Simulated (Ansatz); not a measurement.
The same path of FGeH$_{3}$ (5 atoms, charge 0, multiplicity 1) was run twice with different band settings. Lost on the way: Ge1–H3. Made: F2–H3.

The calculation used RKS PBE/def2-SVP (Ansatz).

Relaxed end points:

```xyz
5
Properties=species:S:1:pos:R:3
Ge 0.260 0.000 0.102
F 0.332 0.000 1.862
H 1.724 0.000 -0.406
H -0.500 1.285 -0.314
H -0.500 -1.285 -0.314
```

```xyz
5
Properties=species:S:1:pos:R:3
Ge 0.042 0.000 -0.757
F 1.164 0.000 1.287
H 2.006 0.000 0.864
H -0.948 1.152 -0.232
H -0.948 -1.152 -0.232
```

Common settings: movable images 7; climbing image yes; spring 5.0 eV/Å²; start path through a guess of the saddle point; force threshold 0.03 eV/Å; iteration limit 60; end points relaxed.

| run | optimiser |
| --- | --- |
| 1 | quadratic models (default) |
| 2 | fire |

(1) What does each run give, and how far can it be trusted?

Results:

(1) Run 1: converged after 6 iterations, highest image 2.329 eV above the first end. A vibrational analysis at the climbing image gives one clearly imaginary mode, 1066i cm⁻¹: a first-order saddle point.
Run 2: converged after 26 iterations, highest image 2.329 eV above the first end. Another band between the same ends (7 images) ends at a top of the same energy, where a vibrational analysis finds 1 clearly imaginary mode.
The orbitals stay closed-shell, which can raise the energy where a bond breaks towards radicals; this wasn't checked here.
